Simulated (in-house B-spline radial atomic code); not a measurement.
**RPA and G0W0 on LC-wPBE: In IV (In3+)**

Configuration [Kr] 4d10, mean-field start LC-wPBE. Computed with a B-spline radial code for spherical atoms: all electrons, scalar-relativistic (spin-free one-electron X2C), finite nucleus, each spin shell either full or empty, empty states to l = 9 with an (l + 1/2)⁻⁴ tail; G0W0 by contour deformation at full frequency.

Command:
```bash
python run_gw.py task.json out
```
Settings (radii: box in bohr, nucleus in fm):
```
Z                        49
electrons                46
configuration            [Kr] 4d10
hamiltonian              x2c
method                   lc_wpbe
lmax                     9
rms_radius               4.6156
spin_polarised           False
box_radius               14.14
intervals                68
```

Run time, properties included: 3.2 s on 1 thread of Arm Neoverse V2, with other jobs on the host.

Energies (hartree):

| term | value |
| --- | --- |
| mean-field total | -5878.62928 |
| Hartree-Fock functional on these orbitals | -5876.49985 |
| direct second order | -3.9754 |
| second-order exchange | 1.1063 |
| SOSEX correction | 1.0387 |

**Question.** What is the RPA correlation energy, and what remains with SOSEX?

**Answer.** RPA gives -3.5418 hartree (-2.1 eV per electron); RPA + SOSEX gives -2.5032, and the second-order doubles -2.869 hartree (no singles). RPA lacks exchange-type terms and so overcorrelates at short range.

Quasi-particle levels (eV):

```
level  occupied  mean field  Σx - vxc     Σc  QP weight     G0W0
   4d       yes      -53.03     -3.74      ?          ?        ?
   5s        no     -28.549      2.11  -1.75      0.980  -28.189
```

G0W0 = mean field + (Σx - vxc) + Σc, with Σc (partial-wave tail included) taken at the quasi-particle energy. Only the outer levels were computed. Levels of low weight are left out.

**Question.** Where does G0W0 put 4d?

**Answer.** At -56.74 eV, with Σc = 0.03 eV and a quasi-particle weight of 0.953. The tabulated removal energy is 55.45 ± 0.04 eV (NIST, measured); the calculation leaves out spin-orbit coupling, Breit and QED terms, and what these don't explain is the method's own error.
